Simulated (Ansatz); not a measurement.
Reactions of `FB(Cl)C[SiH3]`.

Computed with Ansatz on PBE0-D4/def2-TZVP structures; ΔE is electronic, products minus reactants. CCSD(T)/CBS is the MP2 limit (def2-TZVPP, def2-QZVPP) plus CCSD(T) − MP2 in def2-TZVPP, frozen cores. This one scheme is used for every species. For Se outer-core shells are correlated without core-valence functions, which leaves a few kJ/mol of doubt a bond. Scalar relativity is left out up to krypton. One conformer a species, not always the lowest.

Task: Order these by ΔE at CCSD(T)/CBS, lowest first. (An estimate is asked.)
A. `FB(Cl)C[SiH3]` + CH₄ → `CCB(F)Cl` + SiH₄
B. `FB(Cl)C[SiH3]` + H–F → `FB(F)C[SiH3]` + HCl
C. `FB(Cl)C[SiH3]` + SiH₄ → `FB([SiH3])C[SiH3]` + HCl
D. `FB(Cl)C[SiH3]` + H₂Se → `FB(Cl)[SeH]` + `C[SiH3]`
E. `FB(Cl)C[SiH3]` → `BC[SiH](F)Cl`

Result: B (-58.6 kJ/mol), D (-35.8 kJ/mol), E (-3.7 kJ/mol), A (+63.0 kJ/mol), C (+119.9 kJ/mol).

Largest T1 diagnostic: 0.013, for `FB([SiH3])C[SiH3]`.
